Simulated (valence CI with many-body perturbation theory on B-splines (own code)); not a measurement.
**Lu⁶³⁺: magnetic and hyperfine properties of the levels**

Calculated by configuration interaction combined with many-body perturbation theory (CI+MBPT): six valence electrons over a frozen Dirac-Fock core [He], radial functions for each j: 9 s, 9 p, 8 d, 6 f, 3 g, 1 h, with the one-electron correlation potential Σ1, the two-electron term Σ2, the three-electron term Σ3, Breit, model QED; selected CI, second order for the rest, scaled by the run's own slope (own B-spline code, finite nucleus).

The last digits are not significant, and no measured levels were compared; by estimate large intervals hold to a few tenths of a per cent, small ones and those within an open d or f shell to about a per cent. Among the levels kept, up to 2200 cm⁻¹ of a level comes from second order outside the variational space, and about a tenth of that is noise between levels of different J, which matters for small intervals.

A/g_I is the dipole constant over the nuclear g factor μ/I (μ in nuclear magnetons, uniformly magnetised nucleus), B/Q the quadrupole constant per barn. Both hold the static response of the core; the bare values leave it out. Large factors of s and p1/2 electrons are usually good to 5 to 10 %; those of open d and f shells near neutrality can be off by tens of per cent, and small factors of p3/2, d and f electrons come from cancelling terms and can be off by a factor of two or in sign, in half-filled shells by more. B is blank for J = 1/2, where it vanishes, and for nearly pure S terms. Energies count from the lowest level. Levels with J = 0 are left out.

Levels are named by their leading jj configuration (3d3/2^4 stands for four electrons in 3d with j = 3/2), which in mixed levels can hold well under half, so a name can repeat and another be missing. Letters in brackets count levels of one name in rising energy.

| Level | E (eV) | g | A/g_I (MHz) | A/g_I bare | B/Q (MHz/b) | B/Q bare |
| --- | --- | --- | --- | --- | --- | --- |
| (2s^2 2p1/2^2 2p3/2^2) J=2 | 0.0 | 1.309 | 710000 | 726000 | 78900 | 79000 |
| (2s^2 2p1/2 2p3/2^3) J=1 | 1156.0 | 1.472 | -632000 | -606000 | -703000 | -704000 |
| (2s^2 2p1/2 2p3/2^3) J=2 | 1174.7 | 1.124 | 2070000 | 2080000 | -1490000 | -1490000 |
| (2s 2p1/2^2 2p3/2^3) J=2 | 1538.3 | 1.466 | 5200000 | 5160000 | -1400000 | -1400000 |
| (2s 2p1/2^2 2p3/2^3) J=1 | 1617.5 | 1.160 | -3780000 | -3700000 | -574000 | -575000 |
| (2s 2p1/2 2p3/2^4) J=1 | 2742.8 | 1.267 | 1.24e+07 | 1.23e+07 | -123000 | -123000 |
| (2s^2 2p1/2^2 2p3/2 3s) J=2 | 7941.0 | 1.487 | 1860000 | 1860000 | 1380000 | 1380000 |
| (2s^2 2p1/2^2 2p3/2 3s) J=1 | 7949.6 | 1.146 | -432000 | -400000 | 702000 | 703000 |
| (2s^2 2p1/2^2 2p3/2 3p1/2) J=1 | 8055.2 | 1.474 | 447000 | 470000 | 686000 | 687000 |
| (2s^2 2p1/2^2 2p3/2 3p1/2) J=2 | 8056.7 | 1.156 | 977000 | 988000 | 1360000 | 1360000 |
| (2s^2 2p1/2^2 2p3/2 3p3/2) J=3 | 8385.6 | 1.320 | 458000 | 469000 | 1780000 | 1790000 |
| (2s^2 2p1/2^2 2p3/2 3p3/2) J=1 | 8386.0 | 1.334 | 454000 | 466000 | -707000 | -708000 |
| (2s^2 2p1/2^2 2p3/2 3p3/2) J=2 | 8413.3 | 1.312 | 461000 | 472000 | 35500 | 35500 |
| (2s^2 2p1/2^2 2p3/2 3d3/2) J=2 | 8500.7 | 1.029 | 414000 | 422000 | -3430 | -3400 |
| (2s^2 2p1/2^2 2p3/2 3d3/2) J=3 | 8508.6 | 1.073 | 411000 | 420000 | 1410000 | 1410000 |
| (2s^2 2p1/2^2 2p3/2 3d3/2) J=1 | 8512.0 | 1.078 | 410000 | 418000 | -577000 | -578000 |
| (2s^2 2p1/2^2 2p3/2 3d5/2) J=4 | 8586.3 | 1.237 | 293000 | 299000 | 1440000 | 1440000 |
| (2s^2 2p1/2^2 2p3/2 3d5/2) J=2 | 8597.4 | 1.223 | 97300 | 98900 | -959000 | -961000 |
| (2s^2 2p1/2^2 2p3/2 3d5/2) J=3 | 8612.7 | 1.203 | 243000 | 248000 | -245000 | -245000 |
| (2s^2 2p1/2^2 2p3/2 3d5/2) J=1 | 8624.6 | 1.069 | -459000 | -472000 | 157000 | 157000 |
| (2s^2 2p1/2 2p3/2^2 3s) J=2 [a] | 9080.2 | 1.578 | 963000 | 971000 | 108000 | 108000 |
| (2s^2 2p1/2 2p3/2^2 3s) J=1 [a] | 9091.8 | 1.299 | -1780000 | -1740000 | 29400 | 29400 |
| (2s^2 2p1/2 2p3/2^2 3s) J=3 | 9104.6 | 1.302 | 2400000 | 2400000 | -3670 | -3680 |
| (2s^2 2p1/2 2p3/2^2 3s) J=2 [b] | 9112.9 | 1.023 | 1330000 | 1340000 | -27500 | -27500 |
| (2s^2 2p1/2 2p3/2^2 3s) J=1 [b] | 9157.7 | 1.302 | 5740000 | 5710000 | -14200 | -14200 |
| (2s^2 2p1/2 2p3/2^2 3p1/2) J=1 [a] | 9191.8 | 1.637 | -899000 | -866000 | 42600 | 42600 |
| (2s^2 2p1/2 2p3/2^2 3p1/2) J=2 [a] | 9199.8 | 1.198 | 916000 | 927000 | 13700 | 13700 |
| (2s^2 2p1/2 2p3/2^2 3p1/2) J=3 | 9216.7 | 1.082 | 1810000 | 1820000 | -17600 | -17600 |
| (2s^2 2p1/2 2p3/2^2 3p1/2) J=2 [b] | 9253.6 | 1.300 | 1080000 | 1100000 | 60700 | 60700 |
| (2s^2 2p1/2 2p3/2^2 3p1/2) J=1 [b] | 9264.6 | 0.635 | 3980000 | 3960000 | -3390 | -3390 |
| (2s 2p1/2^2 2p3/2^2 3s) J=3 | 9405.4 | 1.531 | 4370000 | 4350000 | 214000 | 214000 |
| (2s 2p1/2^2 2p3/2^2 3s) J=2 [a] | 9434.4 | 1.375 | 4430000 | 4410000 | 94600 | 94800 |

Take the isotope of mass number 176, with I = 7, μ = 3.16 μN and Q = 4.92 b. What is the hyperfine structure of (2s 2p1/2 2p3/2^4) J=1?

From the table A = 5600000 MHz, B = -603000 MHz. Shifts from the centre of gravity in MHz: F = 6: -4.50e+07, F = 7: -5230000, F = 8: 3.90e+07.
